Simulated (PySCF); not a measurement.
GeH₇NOSi, CH₆AlGeN (calculated)

Computed with PySCF 2.14.0. Calculation on a computer-drawn molecule: the log of a Hartree-Fock and frozen-core CCSD(T) single point meant for a local Hartree-Fock minimum, with one planted fault or none, to be diagnosed. Offsets are logged minus clean, where the clean run is the same molecule without the fault. The reference is restricted for singlets and unrestricted otherwise, and also for a bond in bohr or an excited solution. Adding or removing an electron swaps singlet and doublet. The excited solution moves the top pair (singlet) or top alpha electron (doublet) to the lowest empty orbital. Highest occupied and lowest empty are orbital energies over both spins, largest force is the largest gradient component, triples share is (T) over the correlation energy, the T1 limit is 0.02 restricted and 0.045 unrestricted, electrons count all cores, a negative frequency is imaginary (commonest isotopes), and the dipole is about the centre of nuclear charge; on germanium a core potential holds 10 electrons, which the energies leave out, and 3d is frozen in MP2 and coupled-cluster steps.

Common to all runs: meant charge 0; meant multiplicity 1; meant basis cc-pV(D+d)Z; meant basis and core potential on germanium cc-pVDZ-PP ECP10MDF; logged SCF converged yes; logged CC converged yes; logged SCF stable within its kind yes; possible faults no fault, one electron removed, one electron added, multiplicity raised by two, geometry at a saddle point, SCF held on an excited solution, minimal basis STO-3G, one bond length entered in bohr, all coordinates scaled.

(1) 
```xyz
11
formula=GeH7NOSi logged_electrons=68 logged_basis_functions=109 logged_spin_squared=0 logged_highest_occupied=-10.307 logged_lowest_empty=3.4335 logged_largest_force=1.947e-05 logged_lowest_frequency=85.688 logged_T1_diagnostic=0.012758 logged_D1_diagnostic=0.037087 logged_triples_share=0.023767 logged_dipole_magnitude=2.3051 logged_energy_HF=-715.73337 logged_energy_CCSD(T)=-716.36089 planted_fault=no_fault HF_energy_offset_from_clean_run=0 CCSD(T)_energy_offset_from_clean_run=0
N      0.0046     1.4621     1.1193
Ge    -0.9565     0.1854     0.2253
O      0.1131    -1.2434     0.2816
Si    -1.3031     0.8923    -2.0454
H     -0.4059     2.3799     1.1280
H      0.2491     1.2122     2.0626
H     -2.2721    -0.2225     0.9250
H     -0.3378    -2.0739     0.3196
H     -2.0744     2.1596    -2.0695
H     -2.0752    -0.1427    -2.7743
H     -0.0032     1.1010    -2.7199
```

Units: logged_highest_occupied, logged_lowest_empty in eV; logged_largest_force in hartree/bohr; logged_lowest_frequency in cm⁻¹; logged_dipole_magnitude in debye; logged_energy_HF, logged_energy_CCSD(T) in hartree; HF_energy_offset_from_clean_run, CCSD(T)_energy_offset_from_clean_run in kcal/mol.

Drawn bonds:
| atom | other atom | order |
| --- | --- | --- |
| 1 | 2 | 1 |
| 2 | 3 | 1 |
| 2 | 4 | 1 |
| 1 | 5 | 1 |
| 1 | 6 | 1 |
| 2 | 7 | 1 |
| 3 | 8 | 1 |
| 4 | 9 | 1 |
| 4 | 10 | 1 |
| 4 | 11 | 1 |

(2) 
```xyz
10
formula=CH6AlGeN logged_electrons=64 logged_basis_functions=104 logged_spin_squared=2.0229 logged_highest_occupied=-4.887 logged_lowest_empty=0.0078944 logged_largest_force=0.090697 logged_T1_diagnostic=0.025471 logged_D1_diagnostic=0.1157 logged_triples_share=0.026663 logged_dipole_magnitude=1.7611 logged_energy_HF=-630.9741 logged_energy_CCSD(T)=-631.47459 planted_fault=multiplicity_raised_by_two HF_energy_offset_from_clean_run=58.32 CCSD(T)_energy_offset_from_clean_run=78.16
N      0.9482    -0.3342     1.7233
Ge    -0.6246    -0.2692     0.8593
C     -1.0144    -1.0364    -0.6975
Al    -2.7557    -0.9224    -1.4398
H      1.7740    -0.6527     1.2539
H      1.1567     0.3217     2.4510
H     -1.5894     0.5225     1.7260
H     -0.1889    -1.5617    -1.1741
H     -3.8710    -0.1218    -0.6384
H     -3.1280    -1.5921    -2.8277
```

Units: logged_highest_occupied, logged_lowest_empty in eV; logged_largest_force in hartree/bohr; logged_dipole_magnitude in debye; logged_energy_HF, logged_energy_CCSD(T) in hartree; HF_energy_offset_from_clean_run, CCSD(T)_energy_offset_from_clean_run in kcal/mol.

Drawn bonds:
| atom | other atom | order |
| --- | --- | --- |
| 1 | 2 | 1 |
| 2 | 3 | 2 |
| 3 | 4 | 1 |
| 1 | 5 | 1 |
| 1 | 6 | 1 |
| 2 | 7 | 1 |
| 3 | 8 | 1 |
| 4 | 9 | 1 |
| 4 | 10 | 1 |
